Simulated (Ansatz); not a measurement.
Two members of one family (AlAs nanocrystals, H-capped) that differ in charge, which shifts all levels, computed with Ansatz in the gas phase. Levels of anions in sets without diffuse functions are rough. The structures are stationary points that may keep the symmetry of their start.

First: Al8As7H22⁻, cut from wurtzite, disc (singlet, charge -1, PBE-D4/def2-SVP geometry).

Cartesian coordinates in Å:
```
As 0.8469 1.1377 -4.0563
Al 1.3485 3.3802 -2.9339
Al 0.0188 -0.8780 -2.7871
As 1.3775 -0.8903 -0.7020
As 0.1100 2.8142 -0.8412
Al 1.5829 1.3235 0.4831
Al 0.5523 -2.7860 0.6834
As 1.9011 -2.6400 2.8086
As 0.6638 0.8474 2.7359
Al 2.4208 -0.4247 3.9738
As -2.1814 -0.1447 -1.9488
Al -2.3157 2.2903 -1.2815
Al -3.2483 -1.9752 -0.5868
As -1.6703 -1.9714 1.3758
Al -1.6394 -0.1150 3.0912
H 2.0285 0.7090 -4.9286
H -0.1519 1.3229 -5.1984
H 2.9490 3.3709 -2.7449
H 0.6467 4.5305 -3.8124
H 0.1242 -2.2087 -3.6737
H 2.7898 -1.2793 -1.1338
H 0.1230 4.1118 -0.0314
H 3.1147 1.7982 0.5065
H 0.6892 -4.2316 0.0037
H 3.1847 -3.4526 2.6265
H 1.2195 -3.6080 3.7746
H 0.6545 2.2254 3.3995
H 3.9171 -0.0714 3.4908
H 2.1022 -0.6132 5.5405
H -2.9789 -0.1849 -3.2548
H -2.7227 3.0909 -2.6210
H -3.1708 2.4577 0.0636
H -3.0590 -3.3666 -1.3800
H -4.7176 -1.5258 -0.1134
H -2.1408 -3.1798 2.1904
H -2.7565 0.9833 2.7535
H -1.6123 -0.8470 4.5287
```

```csv
level,HOMO (eV),LUMO (eV),gap (eV)
PBE-D4/def2-SVP,-3.28,0.65,3.93
PBE-D4/def2-TZVP,-3.34,0.52,3.85
PBE0-D4/def2-SVP,-4.30,1.33,5.63
PBE0-D4/def2-TZVP,-4.32,1.22,5.54
```

Second: Al8As8H22, cut from wurtzite (singlet, charge 0, PBE-D4/def2-SVP geometry).

Cartesian coordinates in Å:
```
Al 2.298 -2.216 3.543
As 0.017 -1.266 4.209
As 2.312 -1.185 1.245
Al 0.564 -2.119 -0.256
Al -1.376 0.208 2.733
As -1.559 -1.101 0.623
As 0.773 -1.139 -2.531
Al -0.853 -2.121 -4.187
Al -2.892 0.251 -0.987
As -2.942 -1.184 -3.044
Al 2.429 1.285 1.399
As 0.139 2.035 2.020
As 2.563 1.961 -1.022
Al 0.769 1.334 -2.671
Al -0.863 3.697 0.395
As -1.296 2.076 -1.499
H 2.117 -3.805 3.451
H 3.370 -1.477 4.476
H -0.900 -2.394 4.671
H 0.125 -0.550 5.551
H 3.638 -1.597 0.608
H 0.497 -3.716 -0.247
H -2.764 0.640 3.391
H -2.453 -2.287 0.973
H 2.163 -1.554 -3.011
H -0.929 -3.713 -4.033
H -0.736 -1.347 -5.585
H -4.342 0.686 -0.477
H -3.923 -2.314 -2.748
H -3.804 -0.446 -4.062
H 3.622 1.892 2.267
H 0.383 2.831 3.299
H 3.884 1.424 -1.567
H 2.877 3.448 -1.132
H 1.020 1.968 -4.114
H -2.256 4.237 0.970
H 0.336 4.656 -0.082
H -2.011 2.900 -2.569
```

Task: Estimate how these quantities change from the first to the second (second minus first).

Result: 
| level | Δ HOMO (eV) | Δ LUMO (eV) | Δ gap (eV) |
| --- | --- | --- | --- |
| PBE-D4/def2-SVP | -2.93 | -2.90 | 0.03 |
| PBE-D4/def2-TZVP | -2.89 | -2.86 | 0.03 |
| PBE0-D4/def2-SVP | -2.91 | -2.91 | 0.00 |
| PBE0-D4/def2-TZVP | -2.88 | -2.87 | 0.01 |
